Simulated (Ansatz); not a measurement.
`OC(S)[SiH2]F` + H₂ → `F[SiH2]CS` + H₂O  (hydrogenolysis of a C–O bond)

Computed with Ansatz on PBE0-D4/def2-TZVP structures; ΔE is electronic, products minus reactants. CCSD(T)/CBS adds triple-zeta CCSD(T) − MP2 to the extrapolated MP2 energy (def2 sets, frozen cores). This one scheme is used for every species. DFT in def2-TZVPP. Each species was taken in one conformer, which may not be the lowest.

| level | ΔE (kcal/mol) |
| --- | --- |
| PBE0 | -26.4 |
| HF/def2-QZVPP | -29.9 |
| HF/CBS(def2) | -30.0 |
| CCSD/CBS(def2) | -28.2 |

Q: What does CCSD(T)/CBS give? (Best estimate.)

A: The calculation gave: -27.0 kcal/mol. The listed levels differ from it by 0.6, -2.9, -3.0, -1.2 kcal/mol.

Largest T1 diagnostic among the species: 0.012.

From PBE to PBE0 (25 % exact exchange), in def2-TZVPP and without D4, ΔE moves by −2.1 kcal/mol. The D4 term adds +1.5 kcal/mol with B3LYP and +0.8 kcal/mol with PBE0; it sums over pairs of atoms, weighted by their polarisabilities, and B3LYP, whose exchange is more repulsive, gets the larger term. In def2-TZVPP, CCSD(T) changes the Hartree–Fock value by +3.4 kcal/mol (the triples alone add +1.2 kcal/mol) and MP2 by +3.0 kcal/mol.

B3LYP here is the variant with VWN-RPA as its local correlation; programs differ in this.
